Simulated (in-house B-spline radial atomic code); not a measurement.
Os³⁺. Computed with a B-spline radial atomic code. Model: all-electron spherical atom, spin shells full or empty, radial basis limit, no spin-orbit coupling, Breit or QED, empty-state partial waves extrapolated as (l+1/2)^-4, RPA, G0W0 and static COHSEX of the highest shell as one setting changes (uncorrelated shells keep exact exchange).

Empty levels are discrete states of a finite basis, so the steps are uneven.

Without the two-electron picture change, core correlation of heavy ions comes too large.

Given: element Os; charge 3; filled core Xe; hamiltonian one-electron scalar X2C; mean-field start PBE; highest l of empty states 9; nuclear rms radius 5.4126 fm; lowest nl shells left uncorrelated 9; highest mean-field shell 5d up; box radius 14.14 bohr.

Shell: 4f 7 7, 5d 5 0 (electrons up and down).

```csv
highest empty level kept (hartree),RPA correlation energy (hartree),G0W0 level (eV),G0W0 minus most complete (meV),COHSEX level (eV),linearised minus solved G0W0 (meV)
32,-1.5979,-43.488,108.8,-45.787,380.7
53.33,?,?,?,?,?
96,-1.8865,-43.578,18.2,-46.098,365.8
160,-1.9375,-43.588,8.9,-46.142,364.4
320,-1.966,-43.593,3.2,-46.17,363.5
640,?,?,?,?,?
1333.3,-1.9807,-43.597,0.1,-46.185,363
3200,-1.9809,-43.597,0,-46.185,362.9
10667,-1.9809,-43.597,0,-46.185,362.9
```

Question: What follows for highest empty level kept = 640?

Answer: RPA correlation energy -1.9793 hartree; G0W0 level -43.596 eV; G0W0 minus most complete 0.4 meV; COHSEX level -46.183 eV; linearised minus solved G0W0 363 meV.

Question: What follows for highest empty level kept = 53.33?

Answer: RPA correlation energy -1.7628 hartree; G0W0 level -43.552 eV; G0W0 minus most complete 44.9 meV; COHSEX level -45.997 eV; linearised minus solved G0W0 369.9 meV.
